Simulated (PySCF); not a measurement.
Molecule: `N1[SiH](C)NCC1`, C$_{3}$H$_{10}$N$_{2}$Si.

Geometry (Å), atoms numbered from 1 in this order:
```xyz
16

C     2.400    0.296   -0.327
Si    0.740   -0.610   -0.249
N    -0.080   -0.243    1.223
C    -1.503   -0.139    0.985
C    -1.648    0.491   -0.399
N    -0.580   -0.057   -1.206
H     2.312    1.354   -0.102
H     2.827    0.198   -1.319
H     3.106   -0.136    0.372
H     0.920   -2.038   -0.569
H     0.150   -0.669    2.106
H    -1.988   -1.125    0.990
H    -1.975    0.483    1.751
H    -2.623    0.247   -0.837
H    -1.573    1.584   -0.317
H    -0.491    0.373   -2.110
```

Frames of a GFN2-xTB Langevin trajectory at 400 K; GIAO PBE0/pcSseg-1 shieldings in PySCF 2.14, gas phase, non-relativistic; equivalent atoms averaged within each frame.

δ = σ(ref) − σ, references computed at the same level: TMS for 13C (186.93 ppm) and 29Si (349.16 ppm) and 1H (31.72 ppm); 15N (267.73 ppm) against NH3. The references are static minima.

Problem. How do the shifts (ppm) fluctuate along the trajectory?

Solution. 
```csv
time (fs),C4/C5,C1,Si2,N3/N6,H10,H13/H15,H12/H14,H7/H8/H9,H11/H16
optimised geometry,47.4,1.6,-9.3,29.7,5.37,3.41,3.36,0.03,0.09
250,48.6,8.5,-16.5,26.5,5.40,4.26,3.34,0.84,0.25
425,47.3,-2.6,-12.4,31.1,5.28,4.04,3.23,-0.49,0.42
625,46.3,9.3,-12.9,27.9,5.95,3.44,3.35,1.34,-0.17
800,44.2,5.3,-14.7,26.6,5.24,2.67,3.86,0.04,-0.43
1000,43.7,-5.8,-15.8,36.2,5.65,3.24,4.23,-0.48,1.83
mean of frames,46.0,2.9,-14.5,29.6,5.50,3.53,3.60,0.25,0.38
standard deviation,2.1,6.8,1.8,4.1,0.29,0.64,0.43,0.82,0.88
```

5 frames give an uncertainty of the mean of about the standard deviation over 2.2 at best, since frames this close in time may not be independent; classical motion lacks zero-point vibration, and the reference would need the same averaging.
